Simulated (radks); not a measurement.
Results of a calculation; reference values are marked as such.
Removal energies from the holmium ion Ho7+, [Kr] 4d10 4f7 5s2 5p5, by Delta-SCF beside the eigenvalue of the level emptied. Level of theory: scalar-relativistic Kohn-Sham, LDA (Slater exchange, Perdew-Wang correlation), spin-polarised, spherical densities, finite nucleus; Fermi nuclear charge, rms radius of each element as measured or else 0.836 A^(1/3) + 0.57 fm (a radial shooting solver on a logarithmic mesh with Libxc functionals). Open shells are filled with parallel spins first.

removed from	final configuration	Delta-SCF (eV)	-eigenvalue (eV)
5p	[Kr] 4d10 4f7 5s2 5p4	128.90	120.81
4f	[Kr] 4d10 4f6 5s2 5p5	139.11	125.49
5s	[Kr] 4d10 4f7 5s1 5p5	159.42	150.54
4d	[Kr] 4d9 4f7 5s2 5p5	292.72	278.62
